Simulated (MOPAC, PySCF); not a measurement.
C4H7N, SMILES `CC(C)C#N`, neutral singlet in the gas phase. 

Cartesian coordinates (Å):
```xyz
12

C      1.2317    -0.5787    -0.0918
C      0.0029     0.3145    -0.3335
C     -1.3082    -0.3787     0.0746
C      0.1496     1.5889     0.3737
N      0.2665     2.5917     0.9519
H      2.1576    -0.0773    -0.4016
H      1.3182    -0.8352     0.9730
H      1.1285    -1.5099    -0.6658
H     -0.0484     0.5590    -1.4089
H     -1.2948    -0.6296     1.1442
H     -1.4268    -1.3087    -0.4985
H     -2.1769     0.2641    -0.1174
```
Charge 0, multiplicity 1.

All levels are single points at this geometry (PBE-D3(BJ)/def2-TZVP); Pople sets use spherical d functions. Orbital energies aren't observables, and empty levels follow the basis.

M06-2X/6-31G* in PySCF gives HOMO (eV) = -10.29.

Task: Estimate the HOMO (eV) from each of these levels: PBE-D3(BJ)/def2-TZVP in PySCF; B3LYP/6-311+G** in PySCF; B3LYP/6-31G* in PySCF; BP86/6-31G* in PySCF; PBE/6-31G* in PySCF; HF/3-21G in PySCF; HF/6-31G* in PySCF; HF/STO-3G in PySCF; AM1 in MOPAC; PM3 in MOPAC; PM6 in MOPAC; PM7 in MOPAC.

Result: 
```json
[
 {"level": "PBE-D3(BJ)/def2-TZVP in PySCF", "HOMO (eV)": "-7.82"},
 {"level": "B3LYP/6-311+G** in PySCF", "HOMO (eV)": "-8.98"},
 {"level": "B3LYP/6-31G* in PySCF", "HOMO (eV)": "-8.63"},
 {"level": "BP86/6-31G* in PySCF", "HOMO (eV)": "-7.62"},
 {"level": "PBE/6-31G* in PySCF", "HOMO (eV)": "-7.51"},
 {"level": "HF/3-21G in PySCF", "HOMO (eV)": "-12.11"},
 {"level": "HF/6-31G* in PySCF", "HOMO (eV)": "-12.12"},
 {"level": "HF/STO-3G in PySCF", "HOMO (eV)": "-10.64"},
 {"level": "AM1 in MOPAC", "HOMO (eV)": "-11.97"},
 {"level": "PM3 in MOPAC", "HOMO (eV)": "-12.03"},
 {"level": "PM6 in MOPAC", "HOMO (eV)": "-12.10"},
 {"level": "PM7 in MOPAC", "HOMO (eV)": "-12.14"}
]
```
